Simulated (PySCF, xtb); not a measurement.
Scan of Cl₃ (anion, charge -1), singlet: symmetric bend, bond length relaxed. Scanned: Cl-Cl-Cl angle. Other coordinates (Cl-Cl bond length) were minimised at PBE0/def2-TZVP.

- GFN1-xTB (xtb)
- RKS-B3LYP/6-311+G** = restricted B3LYP/6-311+G**, spherical d (PySCF 2.14.0)
- RMP2/3-21G = restricted MP2 (frozen core)/3-21G (PySCF 2.14.0)
- CCSD(T) on RHF/aug-cc-pVDZ, 15 core orbitals frozen (PySCF)

Energies relative to the lowest point of each profile, in kcal/mol; the last columns give the difference from CCSD(T):

```tsv
a / °	GFN1-xTB	RKS-B3LYP/6-311+G**	RMP2/3-21G	CCSD(T)	GFN1-xTB − CCSD(T)	RKS-B3LYP/6-311+G** − CCSD(T)	RMP2/3-21G − CCSD(T)
180	0.0	0.0	0.0	0.0	0.0	0.0	0.0
170	1.0	0.9	0.7	0.9	0.1	0.0	-0.2
160	4.1	3.4	2.7	3.6	0.5	-0.2	-0.9
150	9.0	7.4	6.0	7.7	1.2	-0.3	-1.8
140	15.4	12.5	10.1	13.0	2.4	-0.5	-2.8
130	22.8	18.5	15.2	18.9	3.9	-0.4	-3.7
120	31.0	24.9	20.7	25.0	6.0	-0.1	-4.3
110	39.3	31.5	26.2	30.7	8.7	0.8	-4.5
100	47.5	37.8	31.4	35.4	12.1	2.4	-4.0
90	54.0	43.8	36.0	38.9	15.1	4.9	-2.9
80	—	52.1	45.0	44.2	—	7.9	0.8
```

GFN1-xTB is furthest from CCSD(T) at 90 (15.1 kcal/mol, above); its mean absolute difference over the points is 5.0 kcal/mol.

RKS-B3LYP/6-311+G** is furthest from CCSD(T) at 80 (7.9 kcal/mol, above); its mean absolute difference over the points is 1.6 kcal/mol.

RMP2/3-21G is furthest from CCSD(T) at 110 (-4.5 kcal/mol, below); its mean absolute difference over the points is 2.4 kcal/mol.

Dashes: no converged value, or the column stops at the first point that the program doubted or that broke a chosen test of continuity, which isn't proof of a fault.
